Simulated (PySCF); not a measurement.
C7H15B.
SMILES with atom numbers: `[CH3:1][CH2:2][C@H:3]1[BH:4][CH2:5][CH2:6][CH2:7][CH2:8]1` (hydrogens: H9, H10, H11 on C1; H12, H13 on C2; H14 on C3; H15 on B4; H16, H17 on C5; H18, H19 on C6; H20, H21 on C7; H22, H23 on C8)

The closed-shell ground state was solved at several levels (PySCF, density fitting, gas phase, non-relativistic). One conformer (not necessarily the lowest) at the PBE0-D3(BJ)/def2-SVP geometry, without solvent, vibrations or thermal averaging.

| level | basis functions | total energy (Eh) | HOMO (eV) | LUMO (eV) | gap (eV) | dipole (D) |
| --- | --- | --- | --- | --- | --- | --- |
| B97-2/pcSseg-1 | 211 | -300.4834 | -7.46 | -0.66 | 6.80 | 0.45 |
| PBE0/pcSseg-1 | 211 | -300.2116 | -7.70 | -0.69 | 7.01 | 0.46 |

Task: What might PBE0/def2-SVPD (280 basis functions) give for the same quantities?

Result: Total energy -300.0558 Eh, HOMO -7.68 eV, LUMO -0.71 eV, gap 6.97 eV, dipole 0.50 D.

Task: Over all these levels, which gives the widest orbital gap and which the narrowest?

Result: PBE0/pcSseg-1 (global hybrid, 25 % exact exchange) has the widest, 7.01 eV, and B97-2/pcSseg-1 (global hybrid, 21 % exact exchange) the narrowest, 6.80 eV. The two share the basis. From the narrowest to the widest the HOMO moves by -0.24 eV and the LUMO by -0.03 eV.

Task: How far do the dipole and the HOMO energy spread over the levels?

Result: The dipole runs from 0.45 to 0.50 D (mean 0.47 D) and the HOMO from -7.70 to -7.46 eV.
